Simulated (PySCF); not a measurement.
Gas-phase reaction: 3 BF2OH + (HBO2)3 + 3 B2O → 2 B3O3H3 + 2 B3O3F3

Computed with PySCF and rigid-rotor harmonic-oscillator thermochemistry at 1 bar. S°(298 K) at PBE0/def2-TZVP differs from the NASA 1993 table for (HBO2)3 (+10 J/mol/K), B2O (+19 J/mol/K); whether the harmonic model or the table's entry is off was not settled. † marks an energy on the PBE0/def2-TZVP geometry and frequencies; other levels use their own. 6-31G* has spherical d functions here. All species are closed-shell singlets. BF2OH: computed as isolated molecules; such fragments, hydroxides, amides, oligomers or adducts are transient or little studied in the gas. The harmonic model lacks anharmonicity and excited electronic states, which grow with temperature; levels with a mode under 35 cm⁻¹ are left out. Strong static correlation: B2O. Internal rotation in BF2OH, (HBO2)3 is treated as a harmonic vibration of one conformer, which makes the entropy rough. Soft modes under 120 cm⁻¹ make the harmonic entropy rough for B2O.

```json
[
 {"level": "HF/6-31G*", "ΔE electronic, kJ": "-2202", "ΔH°(298 K), kJ": "-2177", "ΔS°(298 K), J/K": "-624", "ΔG°(800 K), kJ": "-1668"},
 {"level": "M06-2X/def2-TZVP†", "ΔE electronic, kJ": "-2191", "ΔH°(298 K), kJ": "-2170", "ΔS°(298 K), J/K": "-657", "ΔG°(800 K), kJ": "-1636"},
 {"level": "PBE/def2-SVP", "ΔE electronic, kJ": "-2291", "ΔH°(298 K), kJ": "-2271", "ΔS°(298 K), J/K": "-603", "ΔG°(800 K), kJ": "-1780"},
 {"level": "PBE/def2-TZVP†", "ΔE electronic, kJ": "-2168", "ΔH°(298 K), kJ": "-2147", "ΔS°(298 K), J/K": "-657", "ΔG°(800 K), kJ": "-1613"},
 {"level": "LDA/def2-TZVP†", "ΔE electronic, kJ": "-2406", "ΔH°(298 K), kJ": "-2385", "ΔS°(298 K), J/K": "-657", "ΔG°(800 K), kJ": "-1851"}
]
```
ΔH° is lowest at LDA/def2-TZVP† and highest at PBE/def2-TZVP†. No reference value is set beside these.
